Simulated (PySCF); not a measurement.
Te(F)4 anion (F4Te), SMILES F[Te](F)(F)F (connectivity only; charge and spin as stated), charge -1, multiplicity 2.

Geometry optimised at B3LYP-D3(BJ)/def2-SVPD. The multiplicity is an assumed one; other spin states were not compared. The isomer is the one that the SMILES or the coordinates give; other isomers of the formula were not compared. The def2 effective core potentials stand for the cores of Te; spin–orbit coupling is left out.

Two levels are set side by side: PBE/def2-SVPD (PySCF) and ωB97X/def2-SVPD (PySCF). Same geometry, gas phase. Differences are taken from unrounded values.

```csv
quantity,PBE
α-spin orbital gap (eV),1.72
β-spin orbital gap (eV),4.32
mean polarisability (bohr³),62.5
```

Question: These are the PBE values. What does ωB97X give? (The exact figures need the calculation; the answer reports its results.)

Answer: 
```
quantity                     ωB97X  PBE minus ωB97X
---------------------------  -----  ---------------
α-spin orbital gap (eV)       7.56            -5.84
β-spin orbital gap (eV)      10.47            -6.15
mean polarisability (bohr³)   55.2              7.3
```

Loosely held outer electrons make PBE densities more polarisable. Differences between two approximate levels are no errors against the true value.

Rough cost on one machine, each run with all the roots and properties that it gave: ωB97X against PBE within a factor of 2.
